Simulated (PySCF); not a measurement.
Si(Me)(Et)(Vi)(NH2), SMILES C=C[Si](C)(N)CC, GFN2-xTB optimised geometry.

```
20

C     -0.97     1.24     1.02
C     -1.14     0.42     0.00
Si    -0.62    -1.40     0.00
C     -1.42    -2.29     1.49
N      1.12    -1.40     0.00
C     -1.15    -2.28    -1.61
C     -0.56    -1.65    -2.86
H     -0.52     0.92     1.94
H     -1.27     2.28     0.99
H     -1.60     0.81    -0.90
H     -1.12    -1.83     2.43
H     -1.13    -3.34     1.54
H     -2.51    -2.26     1.45
H      1.60    -2.28    -0.11
H      1.60    -0.82     0.67
H     -2.24    -2.27    -1.69
H     -0.86    -3.33    -1.57
H     -0.89    -0.62    -2.97
H      0.53    -1.65    -2.81
H     -0.86    -2.20    -3.75
```

Density from PBE0/def2-SVP run with PySCF at that geometry.

Minimum of the electron density along straight lines between bonded atoms, close to the bond critical point (lines longer than 1.1 times the sum of covalent radii, or with two minima, are not listed):

| bond | length / Å | ρ at the minimum / e bohr⁻³ | ∇²ρ there / e bohr⁻⁵ | position (fraction from the first atom) |
|---|---|---|---|---|
| C1–C2 | 1.323 | 0.343 | -0.92 | 0.51 |
| C2–Si3 | 1.892 | 0.112 | 0.34 | 0.62 |
| Si3–C4 | 1.913 | 0.109 | 0.30 | 0.38 |
| Si3–N5 | 1.734 | … | … | 0.40 |
| Si3–C6 | 1.907 | 0.112 | 0.32 | 0.38 |
| C6–C7 | 1.524 | … | -0.53 | 0.50 |
| C1–H8 | 1.078 | 0.283 | -1.08 | 0.63 |
| C1–H9 | 1.080 | 0.282 | -1.07 | 0.63 |
| C2–H10 | 1.083 | 0.277 | -1.02 | 0.63 |
| C4–H11 | 1.086 | 0.271 | -0.96 | 0.62 |
| C4–H12 | 1.086 | 0.271 | -0.96 | 0.62 |
| C4–H13 | 1.085 | 0.271 | -0.96 | 0.62 |
| N5–H14 | 1.008 | 0.332 | -1.52 | 0.76 |
| N5–H15 | 1.007 | 0.332 | -1.53 | 0.76 |
| C6–H16 | 1.091 | 0.271 | -0.95 | 0.62 |
| C6–H17 | 1.091 | 0.270 | -0.94 | 0.62 |
| C7–H18 | 1.087 | 0.277 | -1.01 | 0.62 |
| C7–H19 | 1.087 | 0.278 | -1.03 | 0.63 |
| C7–H20 | 1.089 | 0.275 | -0.99 | 0.62 |

Question: What belongs in the gaps?

Answer: 
- Si3–N5, ρ at the minimum / e bohr⁻³: 0.120
- Si3–N5, ∇²ρ there / e bohr⁻⁵: 0.71
- C6–C7, ρ at the minimum / e bohr⁻³: 0.240
